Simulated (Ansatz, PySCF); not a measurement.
ammonia borane (H6BN), singlet, at a GFN2-xTB geometry, atoms displaced at random by about 0.03 Å a coordinate. Base run: PBE0/def2-SVP, gradient (PySCF).

PySCF was given this input:
```python
from pyscf import gto, scf, dft

mol = gto.Mole()
mol.atom = '''
    B    -0.96863649    0.12149279   -0.02107798
    N     0.72494157   -0.14024628   -0.04636047
    H    -1.34624159   -0.63540667   -0.86020390
    H    -1.03338721    1.24406057   -0.30115754
    H    -1.30489549   -0.15709803    1.02371031
    H     0.92606826   -1.03151465    0.25909316
    H     1.15514267    0.51489704    0.74475324
    H     1.08034187    0.13697128   -0.89488494
'''
mol.basis = 'def2-svp'
mol.verbose = 4
mol.build()

mf = dft.RKS(mol)
mf.xc = 'pbe0'
mf.kernel()
g = mf.nuc_grad_method()
grad = g.kernel()
```

Programs used: Ansatz (a quantum-chemistry and plane-wave program), PySCF; a row that names a program was run with it.

The coordinate followed is x of atom 8.

Variants of this job, named by their change:

```csv
change,dE/dx (Eh/bohr),net force (Eh/bohr)
base,-0.026489,0.000009
grids.level = 5; grid_response = on,-0.026490,0.000000
density fitting = on,-0.026487,0.000009
finite difference step (bohr) = 0.01; conv_tol = 1e-11,-0.026482,-
finite difference step (bohr) = 0.05; conv_tol = 1e-11,-0.026395,-
finite difference step (bohr) = 1e-4; conv_tol = 1e-11,-0.026486,-
density fitting = on; auxbasis_response = off,-0.026475,0.000612
code = ansatz,-0.026490,0.000000
finite difference step (bohr) = 1e-3; conv_tol = 1e-11,-0.026486,-
grid_response = on,-0.026486,0.000000
conv_tol = 1e-11,-0.026489,0.000009
conv_tol = 1e-6,-0.026489,0.000009
```

The net force is zero for an exact gradient.
